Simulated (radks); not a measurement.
Values are calculated unless marked as measured or tabulated.
Task: All-electron atom: La9+ in [Kr] 4d10 5s1 5p1 (not the ground configuration). Level of theory: scalar-relativistic Kohn-Sham, PBE, spin-polarised, spherical densities, finite nucleus; open shells are filled with parallel spins first (spin-orbit coupling, left out, can overturn this in heavy ions); Fermi nuclear charge, rms radius 4.855 fm (a radial shooting solver on a logarithmic mesh with Libxc functionals). Some entries of the table are withheld. Estimate them.

orbital,occ.,eigenvalue (hartree),<r^2> (bohr^2)
1s up,1,-1428.709,0.0008538
1s down,1,-1428.702,0.0008538
2s up,1,-231.3541,0.01362
2s down,1,-231.3499,0.01362
2p up,3,-207.8552,0.01084
2p down,3,-207.8496,0.01084
3s up,1,-53.10113,0.09284
3s down,1,-53.09447,0.09283
3p up,3,-45.59461,0.09285
3p down,3,-45.58744,0.09284
3d up,5,-34.80993,0.07958
3d down,5,-34.80319,0.07956
4s up,1,-14.30083,0.4783
4s down,1,-14.28387,0.4774
4p up,3,-11.84693,0.5380
4p down,3,-11.82756,0.5360
4d up,5,-8.28503,(1)
4d down,5,-8.25791,(2)
5s up,1,-5.43260,2.157
5s down,0,-5.31825,2.143
5p up,1,-4.67021,2.553
5p down,0,-4.55163,2.539

Result: 
(1) 4d up <r^2> (bohr^2): 0.6562
(2) 4d down <r^2> (bohr^2): 0.6500
